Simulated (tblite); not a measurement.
C3H12N2SSi.
Numbering: `[CH3:1][N:2]([CH2:3][CH2:4][NH2:5])[SiH2:6][SH:7]` (hydrogens: H8, H9, H10 on C1; H11, H12 on C3; H13, H14 on C4; H15, H16 on N5; H17, H18 on Si6; H19 on S7)

Cartesian coordinates in Å at the GFN2-xTB level; atoms count from 1:
```xyz
19
C3H12N2SSi angstrom
C      0.668   -1.766   -1.099
N      0.217   -0.674   -0.272
C     -1.205   -0.693   -0.071
C     -1.599    0.332    0.976
N     -1.044    1.601    0.562
Si     1.116    0.740    0.083
S      3.160    0.081   -0.332
H      1.744   -1.715   -1.229
H      0.194   -1.739   -2.087
H      0.419   -2.721   -0.625
H     -1.517   -1.694    0.256
H     -1.733   -0.475   -1.015
H     -2.691    0.348    1.102
H     -1.139    0.064    1.928
H     -1.124    2.310    1.280
H     -1.490    1.934   -0.285
H      1.243    1.022    1.513
H      1.047    1.879   -0.839
H      3.725    1.174    0.146
```

Calculated harmonic vibrations of the isolated species, GFN2-xTB (tblite), most abundant isotopes, no scaling. Errors from tens to a few hundred cm⁻¹ against measured bands are possible. Modes of hydrogen on silicon and sulfur can be 10 to 20 % off. One conformer, not necessarily the lowest.

Harmonic wavenumbers (cm⁻¹): 67.7, 117.3, 137.1, 150.6, 159.0, 174.8, 226.6, 250.8, 312.9, 361.1, 419.5, 482.7, 503.7, 547.0, 663.2, 681.5, 748.7, 830.1, 873.8, 885.4, 957.9, 978.3, 1000.1, 1073.8, 1106.8, 1136.9, 1152.8, 1201.7, 1227.2, 1257.1, 1290.2, 1345.6, 1368.7, 1431.9, 1476.4, 1477.6, 1494.8, 1505.3, 1536.6, 2196.7, 2237.6, 2506.4, 2811.5, 2880.2, 2900.6, 2906.8, 2941.3, 2995.0, 3067.1, 3407.7, 3436.0.

A = 2967, B = 1183, C = 893.5 MHz; mass 136.049 u (most abundant isotopes); point group C1, symmetry number 1.

Question: Zero-point energy?

Answer: Half the sum of the wavenumbers: 33450 cm⁻¹ = 400.15 kJ/mol.

Question: What is S at 298.15 K and 1 bar for an ideal gas of classical rigid rotors and harmonic oscillators?

Answer: Translation 170.13, rotation 121.41, vibration 121.04: S = 412.6 J/(mol K).

Question: And Cp and H(298.15 K) − H(0)?

Answer: Cp = 163.96 J/(mol K), of which vibrations give 130.70 (their classical limit is 51 R = 424.0); H(298.15 K) − H(0) = 29.84 kJ/mol without the zero-point energy, 19.92 from vibrations.

Question: How do the functions run with temperature in this model?

Answer: 
```
 T (K)  S (J/(mol K))  Cp (J/(mol K))  H − H(0) (kJ/mol)  G − H(0) (kJ/mol)  ln q(vib)
    50          239.8            51.7               1.94             -10.04       0.24
   100          285.3            81.5               5.32             -23.22       1.23
373.15          452.6           193.4              43.25            -125.63       8.53
   500          515.5           237.2              70.65            -187.09      11.87
   750          624.5           300.4             138.40            -329.97      18.16
  1000          717.1           342.5             219.10            -497.96      23.99
```

q(vib) and H(0) count from the zero-point level.

Question: Blend soft modes into free rotors: weight 1/[1 + (100 cm⁻¹/ν̃)⁴] for the oscillator and the rest for a rotor with moment μB/(μ + B), μ = h/(8π²ν), B = 10⁻⁴⁴ kg m². What vibrational entropy results?

Answer: 116.55 J/(mol K) in place of 121.04, which changes −T·S at 298.15 K by +1.34 kJ/mol.

Hindered rotation and anharmonicity are outside this model. Other conformers, if any are populated, would add a mixing term that is left out. The structure is chiral; the term R ln 2 for an equal mix with its mirror image is left out.
